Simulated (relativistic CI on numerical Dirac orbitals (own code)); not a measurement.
## Sensitivity of the levels of W XLI to α and to the nuclear radius

Method of calculation: Dirac-Coulomb-Breit CI, orbitals from a KLI potential per configuration, derivatives by finite differences, unscaled Slater integrals, QED left out (own radial code, finite nucleus).

CI space (outside the closed core [Ar] 3d10): 4s2 4p4, 4s 4p5, 4s2 4p3 4d, 4p6, 4s 4p4 4d, 4s2 4p3 4f. Double excitations out of closed p, d and f shells are left out; levels of such configurations are missing from the list, as are those of other unlisted configurations, and high levels can miss mixing partners.

With x = (α/α₀)² − 1 an excitation energy changes as ω = ω₀ + qx; K = 2q/ω₀ is the relative enhancement. Terms are leading LS components, so labels can repeat. The field-shift factor is F = δν/δ⟨r²⟩ for the transition from the lowest level.

Lowest level 4s2 4p4 3P_2.

| Level | ω₀ (cm⁻¹) | q (cm⁻¹) | K | F (GHz/fm²) |
| --- | --- | --- | --- | --- |
| 4s2 4p4 1S_0 | 81824 | 4584 | 0.112 | -1.37 |
| 4s2 4p4 3P_1 | 740841 | 919600 | 2.48 | -132 |
| 4s2 4p4 1D_2 | 778800 | 917700 | 2.36 | -132 |
| 4s2 4p3 4d 3D°_2 | 1250505 | 57390 | 0.0918 | 1.49 |
| 4s2 4p3 4d 3D°_1 | 1273403 | 86830 | 0.136 | -53.1 |
| 4s2 4p3 4d 3P°_0 | 1276747 | 54340 | 0.0851 | 18.4 |
| 4s2 4p3 4d 3F°_3 | 1282751 | 58390 | 0.091 | 19.2 |
| 4s2 4p3 4d 3P°_2 | 1420329 | 404300 | 0.569 | -440 |
| 4s2 4p3 4d 3F°_4 | 1424733 | 214900 | 0.302 | 23.1 |
| 4s2 4p3 4d 3D°_3 | 1545578 | 241300 | 0.312 | 17.3 |
| 4s2 4p4 3P_0 | 1553238 | 1.836e+06 | 2.36 | -275 |
| 4s2 4p3 4d 3P°_1 | 1563538 | 322700 | 0.413 | -185 |
| 4s 4p5 3P°_2 | 1621076 | 868200 | 1.07 | -1470 |

At this charge energies of transitions that change n are usually good to better than 1 %, and those within a shell (Δn = 0) to a few per cent.
